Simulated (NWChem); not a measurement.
System meant: SiNH$_{3}$OClF; SMILES N[Si](O)(F)Cl

NWChem input:

```
start job
memory heap 200 mb stack 900 mb global 1100 mb
geometry units angstroms noautosym nocenter noautoz
  N     -0.999647    -1.185931     1.004947
  Si     0.038152    -0.315653    -0.023563
  O      1.613993    -0.606148     0.319116
  F     -0.353968    -0.778973    -1.518328
  Cl    -0.140741     1.724271     0.012831
  H     -0.940855    -1.063040     2.009508
  H     -1.955134    -1.357121     0.710926
  H      1.841728    -1.534035     0.438425
end
basis spherical
  N library 6-31g*
  Si library 6-31g*
  O library 6-31g*
  F library 6-31g*
  Cl library 6-31g*
  H library 6-31g*
end
dft
  xc m06-l
  iterations 150
end
property
  shielding
end
task dft property
```

End of the output:

```
 Vector   32  Occ=0.000000D+00  E= 7.710067D-02
              MO Center= -2.3D-01, -6.6D-01,  3.9D-01, r^2= 5.2D+00
   Bfn.  Coefficient  Atom+Function         Bfn.  Coefficient  Atom+Function
  ----- ------------  ---------------      ----- ------------  ---------------
     6      1.027507  1 N  s                 82     -0.729924  7 H  s
    27     -0.632463  2 Si pz                84      0.503696  8 H  s
    23     -0.370509  2 Si pz                38     -0.338846  3 O  s
    80     -0.306964  6 H  s                 52     -0.257186  4 F  s
     7     -0.245303  1 N  px                25      0.240448  2 Si px

 center of mass
 --------------
 x =   0.00289353 y =   0.10484435 z =  -0.11006729

 moments of inertia (a.u.)
 ------------------
         760.059241302337           6.452545278358          -6.466339562376
           6.452545278358         467.482184428975          -0.848195205784
          -6.466339562376          -0.848195205784         770.643222718987

     Multipole analysis of the density
     ---------------------------------

     L   x y z        total         alpha         beta         nuclear
     -   - - -        -----         -----         ----         -------
     0   0 0 0     -0.000000    -29.000000    -29.000000     58.000000

     1   1 0 0     -0.401757     -0.026998     -0.026998     -0.347761
     1   0 1 0     -1.038576     -1.254213     -1.254213      1.469850
     1   0 0 1      0.886257      1.416612      1.416612     -1.946968

     2   2 0 0    -28.490934    -81.058866    -81.058866    133.626798
     2   1 1 0     -1.235236      0.296965      0.296965     -1.829167
     2   1 0 1     -1.387696      0.361792      0.361792     -2.111281
     2   0 2 0    -30.884460   -150.264957   -150.264957    269.645454
     2   0 1 1     -1.912707      3.576629      3.576629     -9.065965
     2   0 0 2    -30.055766    -74.625938    -74.625938    119.196110

          -----------------------------------------
          Chemical Shielding Tensors (GIAO, in ppm)
          -----------------------------------------

 ------------------------------------------------------------------------
  xm06: d2 not coded                    0
 ------------------------------------------------------------------------
 ------------------------------------------------------------------------
  current input line :
    28: task dft property
 ------------------------------------------------------------------------
 ------------------------------------------------------------------------
 This error has not yet been assigned to a category
 ------------------------------------------------------------------------
 For more information see the NWChem manual at https://nwchemgit.github.io

0: xm06: d2 not coded:Received an Error in Communication
```

Q: Find the fault in this run and fix the input.

A: The program stopped with an error. Cause: this functional's second derivatives, which shieldings need, aren't coded here; the fix takes a hybrid GGA instead. This input runs:
```
start job
memory heap 200 mb stack 900 mb global 1100 mb
geometry units angstroms noautosym nocenter noautoz
  N     -0.999647    -1.185931     1.004947
  Si     0.038152    -0.315653    -0.023563
  O      1.613993    -0.606148     0.319116
  F     -0.353968    -0.778973    -1.518328
  Cl    -0.140741     1.724271     0.012831
  H     -0.940855    -1.063040     2.009508
  H     -1.955134    -1.357121     0.710926
  H      1.841728    -1.534035     0.438425
end
basis spherical
  N library 6-31g*
  Si library 6-31g*
  O library 6-31g*
  F library 6-31g*
  Cl library 6-31g*
  H library 6-31g*
end
dft
  xc pbe0
  iterations 150
end
property
  shielding
end
task dft property
```
It converges to -980.95479 Ha (PBE0/6-31G* (spherical d), GIAO).
